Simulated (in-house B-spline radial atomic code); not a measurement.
Checks on a self-consistent run for the xenon ion Xe²⁺, [Kr] 4d10 5s2 (5p1/2)2 (5p3/2)2. Level of theory: Dirac-Hartree-Fock, average of the jj configuration, Fermi nucleus of rms radius 4.7859 fm; calculated with a radial B-spline atomic code at the basis-set limit.

| orbital | q | ε (Eh) | <1/r> | <r²> | small-component weight |
| --- | --- | --- | --- | --- | --- |
| 1s1/2 | 2 | -1278.04751 | 58.1101 | 0.000963443 | 0.039645 |
| 2s1/2 | 2 | -203.25158 | 13.6109 | 0.0153993 | 0.0085302 |
| 2p1/2 | 2 | -190.46804 | 13.5541 | 0.0114172 | 0.0085182 |
| 2p3/2 | 4 | -178.48987 | 12.4656 | 0.0126911 | 0.0080752 |
| 3s1/2 | 2 | -43.79388 | 4.88377 | 0.10616 | 0.0025621 |
| 3p1/2 | 2 | -38.44496 | 4.78441 | 0.101257 | 0.002494 |
| 3p3/2 | 4 | -36.10615 | 4.51839 | 0.109007 | 0.0023765 |
| 3d3/2 | 4 | -26.80737 | 4.36214 | 0.0912296 | 0.0022431 |
| 3d5/2 | 6 | -26.32012 | 4.29368 | 0.0934671 | 0.0022079 |
| 4s1/2 | 2 | -9.20718 | 1.95044 | 0.579627 | 0.00071975 |
| 4p1/2 | 2 | -7.23324 | 1.84205 | 0.633783 | 0.00065861 |
| 4p3/2 | 4 | -6.75445 | 1.75859 | 0.680598 | 0.00062323 |
| 4d3/2 | 4 | -3.48790 | 1.51872 | 0.876943 | 0.00048524 |
| 4d5/2 | 6 | -3.40671 | 1.49865 | 0.894725 | 0.00047611 |
| 5s1/2 | 2 | -1.68296 | 0.714382 | 3.70292 | 0.00013146 |
| 5p1/2 | 2 | -1.17902 | 0.623761 | 4.78558 | 0.0001027 |
| 5p3/2 | 2 | -1.13300 | 0.60055 | 5.11479 | 9.7054e-05 |

Electron-electron repulsion V_ee = 2711.9087 hartree.

**Question.** What total energy follows from the eigenvalues?

**Answer.** The eigenvalues count the repulsion twice, so E = Σqε - V_ee = -4733.827 - 2711.909 = -7445.735 hartree; the run printed -7445.735.

**Question.** Does the Dirac virial theorem hold?

**Answer.** For a point nucleus E = -2c²Σq·w, with w the small-component weight. Here Σq·w = 0.19823 and c = 137.0360, so the ratio E/(-2c²Σq·w) is 1.000065; the finite nucleus accounts for the departure from 1.

**Question.** What diamagnetic shielding (Lamb formula) and susceptibility (Langevin formula) do the radii give?

**Answer.** σ = (α²/3)Σq<1/r> = 334.597/(3·137.036²) = 5939.2 ppm, and χ = -0.79199×10⁻⁶·Σq<r²> = -34.15×10⁻⁶ cm³/mol with Σq<r²> = 43.115 bohr². Both are non-relativistic formulas without the paramagnetism of open shells; for so heavy an element the full relativistic shielding is larger by tens of per cent.
